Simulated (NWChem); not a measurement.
Everything below was run with NWChem. System: Cl2Pb, charge 0, spin multiplicity 1, at a geometry optimised with B3LYP/def2-SVP with def2 effective core potentials on Pb. The structure started from a generated list of species. Level: RHF/def2-TZVP with def2 effective core potentials on Pb.

Part of the output:

```
             Northwest Computational Chemistry Package (NWChem) 7.3.0
             --------------------------------------------------------

                                NWChem Input Module
                                -------------------

 Scaling coordinates for geometry "geometry" by  1.889725989
 (inverse scale =  0.529177249)

 Turning off AUTOSYM since
 SYMMETRY directive was detected!

                             Geometry "geometry" -> ""
                             -------------------------

 Output coordinates in angstroms (scale by  1.889725989 to convert to a.u.)

  No.       Tag          Charge          X              Y              Z
 ---- ---------------- ---------- -------------- -------------- --------------
    1 Pb                  82.0000     0.00000000     0.00000000    -0.46576900
    2 Cl                  17.0000     1.93631300     0.00000000     1.12332500
    3 Cl                  17.0000    -1.93631300     0.00000000     1.12332500

 Effective nuclear repulsion energy (a.u.)     628.4744569732

            Nuclear Dipole moment (a.u.)
            ----------------------------
        X                 Y               Z
 ---------------- ---------------- ----------------
     0.0000000000     0.0000000000    -0.0000151178

      Symmetry information
      --------------------

 Group name             C2v
 Group number             16
 Group order               4
 No. of unique centers     2

      Symmetry unique atoms

     1    2


 Summary of "ao basis" -> "" (spherical)
 ------------------------------------------------------------------------------
       Tag                 Description            Shells   Functions and Types
 ---------------- ------------------------------  ------  ---------------------
 *                         def2-tzvp                  on all atoms

 Summary of "ao basis" -> "ao basis" (spherical)
 ------------------------------------------------------------------------------
       Tag                 Description            Shells   Functions and Types
 ---------------- ------------------------------  ------  ---------------------
 Pb                        def2-tzvp                16       50   6s5p3d2f
 Cl                        def2-tzvp                13       37   5s5p2d1f

                                 NWChem SCF Module
                                 -----------------

  ao basis        = "ao basis"
  functions       =   124
  atoms           =     3
[...]
   Bfn.  Coefficient  Atom+Function         Bfn.  Coefficient  Atom+Function
  ----- ------------  ---------------      ----- ------------  ---------------
    65      0.330588  2 Cl px               102      0.330588  3 Cl px
    68      0.229063  2 Cl px               105      0.229063  3 Cl px
    67     -0.194536  2 Cl pz               104      0.194536  3 Cl pz
    62      0.151780  2 Cl px                99      0.151780  3 Cl px

 Vector   28  Occ=2.000000D+00  E=-3.934306D-01  Symmetry=a1
              MO Center= -4.0D-14, -4.3D-16,  3.0D-01, r^2= 5.1D+00
   Bfn.  Coefficient  Atom+Function         Bfn.  Coefficient  Atom+Function
  ----- ------------  ---------------      ----- ------------  ---------------
     5      0.380948  1 Pb s                  6      0.346343  1 Pb s
     3     -0.307341  1 Pb s                 67      0.285763  2 Cl pz
   104      0.285763  3 Cl pz                18     -0.212952  1 Pb pz
    70      0.212343  2 Cl pz               107      0.212343  3 Cl pz
    12      0.206404  1 Pb pz                 2      0.190196  1 Pb s

 Vector   29  Occ=0.000000D+00  E=-2.435309D-02  Symmetry=b2
              MO Center= -3.0D-14,  6.5D-15, -5.4D-01, r^2= 4.7D+00
   Bfn.  Coefficient  Atom+Function         Bfn.  Coefficient  Atom+Function
  ----- ------------  ---------------      ----- ------------  ---------------
    20      0.520948  1 Pb py                17      0.456352  1 Pb py
    11     -0.353012  1 Pb py                14      0.245812  1 Pb py
    69     -0.178741  2 Cl py               106     -0.178741  3 Cl py

 Vector   30  Occ=0.000000D+00  E= 5.000469D-02  Symmetry=a1
              MO Center=  1.2D-15,  3.3D-16, -7.3D-01, r^2= 7.0D+00
   Bfn.  Coefficient  Atom+Function         Bfn.  Coefficient  Atom+Function
  ----- ------------  ---------------      ----- ------------  ---------------
    21      0.907715  1 Pb pz                 5      0.484424  1 Pb s
    55     -0.269362  2 Cl s                 92     -0.269362  3 Cl s
    12     -0.245585  1 Pb pz                15      0.225928  1 Pb pz
    68      0.215885  2 Cl px               105     -0.215885  3 Cl px
     3     -0.197671  1 Pb s                  4     -0.173749  1 Pb s

 Vector   31  Occ=0.000000D+00  E= 5.507154D-02  Symmetry=b1
              MO Center=  3.5D-12, -1.2D-15, -8.0D-01, r^2= 6.8D+00
   Bfn.  Coefficient  Atom+Function         Bfn.  Coefficient  Atom+Function
  ----- ------------  ---------------      ----- ------------  ---------------
    19      0.925117  1 Pb px                10     -0.267938  1 Pb px
    55     -0.264039  2 Cl s                 92      0.264039  3 Cl s
    13      0.247948  1 Pb px                35      0.207949  1 Pb d  1
    70      0.169363  2 Cl pz               107     -0.169363  3 Cl pz

 center of mass
 --------------
 x =   0.00000000 y =   0.00000000 z =  -0.12447674

 moments of inertia (a.u.)
 ------------------
         471.967151703569           0.000000000000           0.000000000000
           0.000000000000        1408.364423764150           0.000000000000
           0.000000000000           0.000000000000         936.397272060581

  Mulliken analysis of the total density
  --------------------------------------

    Atom       Charge   Shell Charges
 -----------   ------   -------------------------------------------------------
    1 Pb  22    20.98   0.07 -0.59  1.79  0.76  1.19  0.67 -0.62  6.55  0.38  0.55  0.07  9.13  0.88  0.12  0.05  0.00
    2 Cl  17    17.51   2.01  0.45  1.52  1.08  0.91  4.18  1.69  1.06  2.86  1.73  0.00  0.02  0.00
    3 Cl  17    17.51   2.01  0.45  1.52  1.08  0.91  4.18  1.69  1.06  2.86  1.73  0.00  0.02  0.00

       Multipole analysis of the density wrt the origin
       ------------------------------------------------

     L   x y z        total         open         nuclear
     -   - - -        -----         ----         -------
     0   0 0 0      0.000000      0.000000     56.000000

     1   1 0 0      0.000000      0.000000      0.000000
     1   0 1 0      0.000000      0.000000      0.000000
     1   0 0 1     -2.088314      0.000000     52.810532

     2   2 0 0    -48.331397      0.000000    455.226684
     2   1 1 0      0.000000      0.000000      0.000000
     2   1 0 1     -0.000000      0.000000      0.000000
     2   0 2 0    -36.701082      0.000000      0.000000
     2   0 1 1      0.000000      0.000000      0.000000
     2   0 0 2    -41.407035      0.000000    170.253722

 Task  times  cpu:        4.1s     wall:        4.1s

 Total times  cpu:        4.1s     wall:        4.1s
```

Task: Write an NWChem input that would produce this output.

Result: This is not unique; one that fits is 
```
start mol
memory heap 200 mb stack 900 mb global 1100 mb
geometry units angstroms nocenter noautoz
  Pb     0.000000     0.000000    -0.465769
  Cl     1.936313     0.000000     1.123325
  Cl    -1.936313     0.000000     1.123325
  symmetry group C2v
end
basis spherical
  * library def2-tzvp
end
ecp
  Pb library def2-ecp
end
scf
  rhf
  nopen 0
  maxiter 100
  thresh 1e-7
  semidirect memsize 60000000 filesize 0
end
task scf energy
```
